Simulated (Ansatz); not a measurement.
Cartesian coordinates in Å:
```
Cl -0.877 -0.269 -2.300
C -0.347 0.022 -0.690
C 0.569 -0.675 0.032
Al -0.135 0.750 1.004
H 1.145 -1.549 -0.261
H -0.355 1.722 2.215
```

The species carries charge 0 and has multiplicity 1.

List the PBE0/def2-TZVPP orbital energies in eV (the Gaussian-basis code of Ansatz). (An estimate is asked.)

Ansatz gave: Occupied: -2767.39, -1528.13, -279.58, -278.32, -259.19, -197.53, -197.33, -197.30, -114.05, -74.14, -74.01, -73.96, -24.03, -20.95, -14.69, -13.32, -11.30, -10.28, -10.14, -8.00, -7.71, -7.05. Lowest empty: -1.05, -0.43, -0.18, -0.17, 1.68, 2.61, 3.09, 3.59.
